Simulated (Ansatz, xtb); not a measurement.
Isomers of C8H6BF3Se in order of energy

9 gas-phase structures of C8H6BF3Se, from a drawn sample of its isomers (lower ones may exist). Each was relaxed with GFN2-xTB; where two conformers were screened, the lower at r2SCAN-D4/def2-SVP//GFN2-xTB is listed:

A. `CC#CB1C=CC=C(C(F)(F)F)[Se]1`, a singlet
B. `F/C1=C/C=C\B2C=C[C@@H]1C(F)(F)[Se]2`, a singlet
C. `FC(F)(F)C=C=CB1C=CC=C[Se]1`, a singlet
D. `CC#CB1C=C/C(=C/C(F)(F)F)[Se]1`, a singlet
E. `CC#CB1C=C/C(=C\C(F)(F)F)[Se]1`, a singlet
F. `CC1=CC=CB(C#CC(F)(F)F)[Se]1`, a singlet
G. `FC(F)(F)CC#CB1C=CC=C[Se]1`, a singlet
H. `FCC#CC1=CB[Se]/C1=C/C(F)F`, a singlet
I. `FCC#CC1=CB[Se]/C1=C\C(F)F`, a singlet

Which do you expect lowest at r2SCAN-D4/def2-SVP//GFN2-xTB, and how would the others follow?

Calculated order at r2SCAN-D4/def2-SVP//GFN2-xTB: A (0.000), G (0.013), C (0.139), F (0.246), E (0.394), D (0.419), B (1.128), I (1.930), H (2.052) eV. Less than 1 kcal/mol parts A and G; E and D, so the order within those pairs means little.

Energies above the lowest of each column, in eV; the last columns are at r2SCAN-D4/def2-SVP geometries and were run for some of them only (a dash: not run or not comparable):

```tsv
structure	GFN2-xTB	HF/STO-3G	r2SCAN-D4/def2-SVP//GFN2-xTB	r2SCAN-D4/def2-SVP	PBE0-D4/def2-TZVP
A	0.000	0.010	0.000	0.000	0.017
G	0.097	0.000	0.013	0.031	0.000
C	0.375	0.814	0.139	0.159	0.145
F	0.233	0.106	0.246	–	–
E	0.375	0.361	0.394	–	–
D	0.373	0.381	0.419	–	–
B	0.371	0.868	1.128	–	–
I	0.581	1.722	1.930	–	–
H	0.638	1.893	2.052	–	–
```

PBE0-D4/def2-TZVP has A and G within 1 kcal/mol of each other at the bottom, and every level picks one of them. PBE0-D4/def2-TZVP orders those it was run on as G (0.000), A (0.017), C (0.145) eV. Less than 1 kcal/mol parts G and A, so the order within that pair means little. Flexible structures stand in one conformer each, not always the lowest. A keeps a small imaginary mode. Frequencies (GFN2-xTB) were run for A, C, G alone.

Over these structures GFN2-xTB departs from r2SCAN-D4/def2-SVP//GFN2-xTB by 0.539 eV on average once a common shift is removed. A GFN2-xTB relaxation took about 0.25 s and the r2SCAN-D4/def2-SVP//GFN2-xTB energy about 1.3 s on a shared host (Ansatz 0.2.0, xtb 6.7.1).
